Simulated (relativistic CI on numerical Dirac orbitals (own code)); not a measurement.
# Spin-allowed bands of a d8 ion in a tetrahedral site, by hand

Problem. Take Δ = 5500 cm⁻¹ and B = 670 cm⁻¹ for a d8 ion in a tetrahedral site. Calculate the three spin-allowed bands.

Working.
1. The terms of highest spin are 3F (energy 0) and 3P (15B = 10050 cm⁻¹). Here the F term splits into A2 at +1.2Δ = 6600, T2 at +0.2Δ = 1100 and T1 at −0.6Δ = -3300 cm⁻¹.
2. The two T1 states mix through the element 0.4Δ: H = [[-3300, 2200], [2200, 10050]], with roots ½(H₁₁ + H₂₂) ∓ ½√[(H₂₂ − H₁₁)² + 4H₁₂²] = ½(6750) ∓ ½(14056) = -3653 and 10403 cm⁻¹.
3. The ground term is 3T1 at -3653 cm⁻¹.
4. Bands: 3T2 4753 cm⁻¹ (2104 nm), 3A2 10253 cm⁻¹ (975 nm), 3T1(P) 14056 cm⁻¹ (711 nm).

Check. Exact diagonalisation of the whole d8 shell with these parameters gives 3T2 4753, 3A2 10253, 3T1 14056 cm⁻¹. The match is exact, since without spin-orbit coupling no other term has this spin. The ratio of the second band to the first, 2.157, depends on Δ/B = 8.2 alone, which is how a Tanabe-Sugano diagram is read.
